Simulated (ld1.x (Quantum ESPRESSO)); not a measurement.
**Pseudopotential generation for Mo (Z = 42): TM, LDA (PZ), scalar-relativistic.**

Input for ld1.x (Quantum ESPRESSO) 7.5:

```
&input
   title='Mo', zed=42., rel=1, dft='PZ', iswitch=3,
   config='[Kr] 4d3 5s0 5p0',
   nld=3, rlderiv=3.05, eminld=-4.0, emaxld=5.0, deld=0.02
 /
 &inputp
   pseudotype=2, tm=.true., lloc=2,
   nlcc=.true., new_core_ps=.true.,
   file_pseudopw='Mo.UPF', file_wfcaegen='ae.wfc', file_wfcncgen='nc.wfc', file_beta='beta', file_chi='chi'
 /
3
5S  1  0   0.00   0.00  2.10  2.10  0.0
5P  2  1   0.00   0.00  2.80  2.80  0.0
4D  3  2   3.00   0.00  1.50  1.50  0.0
 &test
   configts(1)='4d3 5s0 5p0'
 /
```

Command:

```bash
ld1.x < Mo.in > Mo.out
```

Output (shortened: banner, matrices, multipoles, cross overlaps and the repeated all-electron block are left out):

```
Program LD1 v.7.5
     --------------------------- All-electron run ----------------------------

     Mo
     scalar relativistic calculation

     atomic number is 42.00
     dft =PZ   lsd =0 sic =0 latt =0  beta=0.20 tr2=1.0E-14
     Exchange-correlation= PZ
                           (   1   1   0   0   0   0   0)
     mesh =1229 r(mesh) = 100.71859 a.u. xmin = -7.00 dx = 0.01250
     1 Ry =  13.60569312 eV, c = 137.03599908

     n l     nl                  e(Ry)          e(Ha)          e(eV)
     1 0     1S 1( 2.00)     -1457.3337      -728.6668    -19828.0346
     2 0     2S 1( 2.00)      -207.9644      -103.9822     -2829.4998
     2 1     2P 1( 6.00)      -186.3117       -93.1559     -2534.9004
     3 0     3S 1( 2.00)       -37.3562       -18.6781      -508.2576
     3 1     3P 1( 6.00)       -30.2614       -15.1307      -411.7269
     4 0     4S 1( 2.00)        -7.0835        -3.5417       -96.3753
     4 1     4P 1( 6.00)        -5.1548        -2.5774       -70.1351
     3 2     3D 1(10.00)       -18.6811        -9.3405      -254.1691
     4 2     4D 1( 3.00)        -2.4336        -1.2168       -33.1105
     5 0     5S 1( 0.00)        -1.9795        -0.9898       -26.9330
     5 1     5P 1( 0.00)        -1.5238        -0.7619       -20.7326

     final scf error:  7.0E-15 reached in  22 iterations

     Etot =   -8085.171789 Ry,   -4042.585894 Ha, -110004.366206 eV

     Ekin =    8334.354972 Ry,    4167.177486 Ha,  113394.676133 eV
     Encl =  -19401.297539 Ry,   -9700.648769 Ha, -263968.100498 eV
     Eh   =    3218.250980 Ry,    1609.125490 Ha,   43786.535230 eV
     Exc  =    -236.480203 Ry,    -118.240101 Ha,   -3217.477071 eV

     normalization and overlap integrals

     s(1S/1S) =  1.000000  <r> =   0.0352  <r2> =    0.0017  r(max) =   0.0229
     s(2S/2S) =  1.000000  <r> =   0.1539  <r2> =    0.0279  r(max) =   0.1303
     s(2P/2P) =  1.000000  <r> =   0.1340  <r2> =    0.0219  r(max) =   0.1041
     s(3S/3S) =  1.000000  <r> =   0.4297  <r2> =    0.2115  r(max) =   0.3819
     s(3P/3P) =  1.000000  <r> =   0.4311  <r2> =    0.2164  r(max) =   0.3771
     s(4S/4S) =  1.000000  <r> =   1.0955  <r2> =    1.3590  r(max) =   0.9874
     s(4P/4P) =  1.000000  <r> =   1.2110  <r2> =    1.6759  r(max) =   1.0643
     s(3D/3D) =  1.000000  <r> =   0.4154  <r2> =    0.2076  r(max) =   0.3206
     s(4D/4D) =  1.000000  <r> =   1.6100  <r2> =    3.0419  r(max) =   1.3163
     s(5S/5S) =  1.000000  <r> =   2.6711  <r2> =    7.9769  r(max) =   2.4592
     s(5P/5P) =  1.000000  <r> =   3.0860  <r2> =   10.6759  r(max) =   2.8217

     ------------------------ End of All-electron run ------------------------

     --------------------- Generating NC pseudopotential ---------------------

      Generating local pot.: lloc=2, matching radius rcloc =   1.5000

      Computing core charge for nlcc:

       r > 1.59 : true rho core
      Core charge pseudized with two Bessel functions
      Integrated core pseudo-charge :  11.63

      Wfc   5S  rcut= 2.090  Using Troullier-Martins method

      Wfc   5P  rcut= 2.822  Using Troullier-Martins method

     ------------------- End of pseudopotential generation -------------------

     Computing logarithmic derivative in   3.06057
     Computing logarithmic derivative in   3.06057
     Computing the partial wave expansion
     R is outside the sphere for l=    0 j= 0.00
     R is outside the sphere for l=    1 j= 0.00
       no projector for channel:   2

     ---------------------- Testing the pseudopotential ----------------------

     Mo
     scalar relativistic calculation

     atomic number is 42.00   valence charge is  6.00
     dft =PZ   lsd =0 sic =0 latt =0  beta=0.20 tr2=1.0E-14
     mesh =1229 r(mesh) = 100.71859 xmin = -7.00 dx = 0.01250

     n l     nl             e AE (Ry)        e PS (Ry)    De AE-PS (Ry)
     3 2     4D   1( 3.00)       -2.43358       -2.43358       -0.00000
     1 0     5S   1( 0.00)       -1.97954       -1.97953       -0.00000
     2 1     5P   1( 0.00)       -1.52382       -1.52382        0.00000

     eps = 4.5E-15  iter =  6

     Etot =   -8085.171789 Ry,   -4042.585894 Ha, -110004.366206 eV
     Etotps =   -29.516698 Ry,     -14.758349 Ha,    -401.595133 eV

     Ekin =      14.023986 Ry,       7.011993 Ha,     190.806056 eV
     Encl =     -27.309399 Ry,     -13.654700 Ha,    -371.563303 eV
     Ehrt =       5.025330 Ry,       2.512665 Ha,      68.373094 eV
     Ecxc =     -21.256615 Ry,     -10.628307 Ha,    -289.210980 eV
     (Ecc =     -17.374291 Ry,      -8.687146 Ha,    -236.389277 eV)

     ---------------------- End of pseudopotential test ----------------------
```

Note: ghost states, extra bound levels that the all-electron valence spectrum of the same l lacks: s at -94.3 eV, p at -47.0 eV. A true bound ghost makes a file unfit for plane-wave use.

Generation and configuration tests took about 1.7 s on one core of a shared server CPU.
